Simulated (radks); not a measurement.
Fractional charge and spin in the 4p shell of silver: the spin-up occupation runs from 2 to 3 and the spin-down occupation from 2 to 3; the fullest corner is Ag2+, [Ar] 3d10 4s2 4d(up 4.5, down 4.5) 4p(up 3, down 3). Calculated with a radial shooting solver on a logarithmic mesh with Libxc functionals: scalar-relativistic Kohn-Sham, BLYP, spin-polarised, spherical densities, point nucleus. Energy (eV) above the fullest corner. The planes named below are the two flat planes that join the four corners, with an edge along up + down = one added electron.

\begin{tabular}{lrrr}
down \ up & 2 & 2.5 & 3 \\ \hline
2 & 196.453 & 140.484 & 89.007 \\
2.5 & 140.484 & 89.287 & 42.425 \\
3 & 89.007 & 42.425 & 0.000 \\
\end{tabular}

Corners above the fullest one (they belong to Ag3+ and the next ion): (up 3, down 2) 89.007 eV, (up 2, down 3) 89.007 eV, (up 2, down 2) 196.45 eV. With half an added electron in each spin the energy lies 0.280 eV from the planes, and with half an added electron in spin up alone -2.246 eV. The planes are only a guide here: the flat-plane condition holds for ground states with one frontier orbital, while this shell lies below other occupied shells, so the corners above the fullest one are inner-hole states and not the ground states of those ions.
